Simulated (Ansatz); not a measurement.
Consider the formal exchange of groups at the Si–Si bond: `O[SiH2][SiH2][SeH]` + `C[SiH](O)O` → `O[SiH2]C[SiH](O)O` + `[SiH3][SeH]`.

Isolated molecules relaxed with PBE0-D4/def2-TZVP in Ansatz; ΔE leaves out vibrations. CBS: MP2 limit from def2 TZ/QZ plus the TZ coupled-cluster correction, frozen cores. DFT in def2-TZVPP. B3LYP here is the variant with VWN-RPA as its local correlation; programs differ in this. For Se outer-core shells are correlated without core-valence functions, which leaves a few kJ/mol of doubt a bond. Scalar relativity is left out up to krypton. Each species was taken in one conformer, which may not be the lowest.

Q: Is it downhill or uphill in electronic energy at CCSD(T)/CBS, and by how much? (Best estimate.)

A: The calculation gave: Downhill: ΔE = -19.0 kJ/mol.

Q: What do these levels give: PBE-D4, PBE0-D4, B3LYP-D4, B2PLYP, PBE0, B3LYP, HF/def2-TZVPP, CCSD(T)/def2-TZVPP, HF/def2-QZVPP, MP2/def2-QZVPP, SCS-MP2/def2-QZVPP, HF/CBS(def2)? (Best estimate.)

A: The calculation gave: PBE-D4 -4.1, PBE0-D4 -9.8, B3LYP-D4 -15.4, B2PLYP -18.7, PBE0 -8.7, B3LYP -13.5, HF/def2-TZVPP -23.7, CCSD(T)/def2-TZVPP -21.1, HF/def2-QZVPP -24.1, MP2/def2-QZVPP -24.8, SCS-MP2/def2-QZVPP -24.2, HF/CBS(def2) -24.2 kJ/mol.

Largest T1 diagnostic among the species: 0.011.

From PBE to PBE0 (25 % exact exchange), in def2-TZVPP and without D4, ΔE moves by −6.0 kJ/mol.
